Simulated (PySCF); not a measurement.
AlFH2OSe, SMILES [OH][Al]([F])[SeH].

Coordinates come from a B3LYP-D3(BJ)/def2-SVP optimisation. The values are those of a single conformer.

The numbers are results of M06-2X/def2-TZVPD run with PySCF, not measurements.

Isolated molecule, no solvent.

```json
{
 "total_energy": "-2820.47356 hartree",
 "point_group": "Cs",
 "highest_occupied_level": "-8.69 eV",
 "lowest_empty_level": "-0.81 eV",
 "orbital_gap": "7.88 eV",
 "dipole_moment": "1.47 D",
 "quadrupole, principal values (traceless, Buckingham form, about the centre of nuclear charge)": "-7.06, 0.98, 6.08 D·Å",
 "mean_static_polarisability": "55.0 bohr³ (8.14 Å³)",
 "polarisability_principal_values": "47.9, 51.2, 65.7 bohr³"
}
```
